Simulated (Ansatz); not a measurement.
Species: H4S3Sn, SMILES `[SH][SnH]([SH])[SH]` (charge 0, multiplicity 1), formula H₄S₃Sn.

Q: How many basis functions does frozen-core CCSD(T)/def2-TZVPP // B3LYP-D3(BJ)/def2-TZVP (Ansatz, an electronic-structure program) use, how many core orbitals are frozen, and how many electrons are correlated?

A: 232 basis functions and 19 frozen orbitals, which leaves 36 correlated electrons (filled d shells below the valence shell are correlated). Core time is of the order of minutes.
